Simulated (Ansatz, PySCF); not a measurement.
Process, species as SMILES: [CH2][GeH2][CH3] -> [CH2-][GeH2][CH3] (an electron is taken up)
Geometries: B3LYP-D3(BJ)/def2-TZVP minima from Ansatz (an electronic-structure program), one conformer each, not searched for the lowest.

Quantity: adiabatic electron affinity (0 K, with B3LYP-D3(BJ) harmonic zero-point energies from PySCF), positive where the reaction releases energy, in eV. Valence correlation only, unless marked. Open shells are spin-unrestricted. No spin-orbit coupling. The frozen core is the preceding noble-gas configuration, with the filled d and f shells of earlier blocks. Non-relativistic. Anions need diffuse functions: aug- sets have them; def2-D sets add few; the other sets have none. Basis-set limits of correlation are two-point, X^-3; Hartree-Fock from the larger set.

```json
[
 {"level": "PBE-D4/def2-TZVPD", "program": "Ansatz + dftd4", "adiabatic electron affinity (eV)": "0.95"},
 {"level": "revPBE-D3(BJ)/def2-TZVPD", "program": "Ansatz + dftd3", "adiabatic electron affinity (eV)": "0.83"},
 {"level": "PBE0/STO-3G", "program": "Ansatz", "adiabatic electron affinity (eV)": "-4.36"},
 {"level": "PBE0/def2-SVP", "program": "Ansatz", "adiabatic electron affinity (eV)": "[?]"},
 {"level": "PBE0-D4/def2-TZVPD", "program": "Ansatz + dftd4", "adiabatic electron affinity (eV)": "0.75"},
 {"level": "wB97X-V/def2-TZVPD", "program": "Ansatz", "adiabatic electron affinity (eV)": "0.74"},
 {"level": "SCS-MP2/cc-pVDZ", "program": "Ansatz", "adiabatic electron affinity (eV)": "0.17"},
 {"level": "CCSD/aug-cc-pVDZ", "program": "Ansatz", "adiabatic electron affinity (eV)": "0.67"},
 {"level": "CCSD/cc-pVDZ", "program": "Ansatz", "adiabatic electron affinity (eV)": "[?]"},
 {"level": "CCSD(T)/CBS(aug-cc-pVTZ,aug-cc-pVQZ)", "program": "Ansatz", "adiabatic electron affinity (eV)": "0.93"}
]
```

Task: Complete the blanks.

Result: 
- PBE0/def2-SVP, adiabatic electron affinity (eV): 0.35
- CCSD/cc-pVDZ, adiabatic electron affinity (eV): 0.09
